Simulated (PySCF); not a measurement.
Cl₂CrO₂ (singlet state).
SMILES: `[O]=[Cr](=[O])([Cl])[Cl]`

Computed, not measured: PBE0-D3(BJ)/def2-TZVP geometry optimisation, gas phase (PySCF).

Take the most abundant isotopes and a rigid rotor. 

(1) Give the principal moments of inertia and the rotational constants in cm⁻¹.

(2) What kind of rotor is it?

(3) Is it planar, by Δ = Ic − Ia − Ib?

(4) Give the other two planar moments, Paa and Pbb, and the rms extents of the mass along the axes.

(5) Give the coordinates in the principal-axis frame, origin at the centre of mass.

(6) Which types of transition are allowed, and where do some lines up to J = 3 fall?

(7) Estimate the classical rotational partition function at 10 K, 100 K and 298.15 K.

Results:

(1) Ia = 155.14, Ib = 260.53, Ic = 315.68 u·Å²; 505379 MHz·u·Å²/I gives 3258, 1940 and 1601 MHz, that is A = 0.10866, B = 0.06471, C = 0.05340 cm⁻¹.

(2) An asymmetric top. Ray's parameter κ = (2B − A − C)/(A − C) = -0.591; −1 is the prolate and +1 the oblate limit.

(3) Not planar: Δ = Ic − Ia − Ib = -99.99 u·Å². For a rigid frame Δ = −2 Σ m c², so Σ m c² = 50.00 u·Å² lies off the ab plane. The atom farthest from that plane is 1.25 Å away.

(4) Paa = Σ m a² = (Ib + Ic − Ia)/2 = 210.53 and Pbb = Σ m b² = (Ia + Ic − Ib)/2 = 105.14 u·Å². With the mass M = 153.87 u, the rms extents √(P/M) along a, b and c are 1.17, 0.83, 0.57 Å.

(5) The sense of each axis is arbitrary; atoms in the order of the calculation.
```csv
atom,mass (u),a (Å),b (Å),c (Å)
O1,15.995,0.002,-1.245,-1.252
Cr2,51.941,0.000,-0.356,0.000
O3,15.995,0.001,-1.251,1.248
Cl4,34.969,1.734,0.836,0.001
Cl5,34.969,-1.736,0.834,0.001
```

(6) The dipole components are |μa| = 0.00 D, |μb| = 0.68 D, |μc| = 0.00 D; the symmetry axis of this C2v structure is b, so μa and μc vanish by symmetry and there are no a-type or c-type lines. Some lines, for components of 0.1 D or more:

| type | branch | J(Ka,Kc) | MHz | lower level (cm⁻¹) |
| --- | --- | --- | --- | --- |
| b | Q | 1(1,0) ← 1(0,1) | 1657 | 0.118 |
| b | Q | 2(1,1) ← 2(0,2) | 2053 | 0.352 |
| b | Q | 3(1,2) ← 3(0,3) | 2741 | 0.699 |
| b | Q | 2(2,1) ← 2(1,2) | 4970 | 0.387 |
| b | Q | 3(2,2) ← 3(1,3) | 5511 | 0.723 |
| b | R | 2(0,2) ← 1(1,1) | 5706 | 0.162 |
| b | R | 3(1,2) ← 2(2,1) | 7138 | 0.553 |
| b | Q | 3(3,0) ← 3(2,1) | 7199 | 0.916 |
| b | Q | 3(3,1) ← 3(2,2) | 7469 | 0.907 |
| b | R | 3(1,3) ← 2(0,2) | 11117 | 0.352 |
| b | R | 2(2,1) ← 1(1,0) | 11374 | 0.173 |
| b | R | 2(2,0) ← 1(1,1) | 11770 | 0.162 |
| b | R | 3(2,1) ← 2(1,2) | 15869 | 0.387 |
| b | R | 3(3,1) ← 2(2,0) | 18034 | 0.555 |
| b | R | 3(3,0) ← 2(2,1) | 18098 | 0.553 |

(7) Point group C2v, symmetry number σ = 2; q = (√π/σ)·√((kT/h)³/(ABC)), k/h = 20836.6 MHz/K: 838 at 10 K, 26500 at 100 K, 136000 at 298.15 K.

Whether it is a minimum is left open (no frequencies). Geometry: PBE0-D3(BJ)/def2-TZVP; no solvent, vibrations or thermal averaging. Zero-point vibration and centrifugal distortion are left out. Quadrupole hyperfine structure (35Cl) is left out.
The closed-shell solution of the metal species wasn't tested for stability.
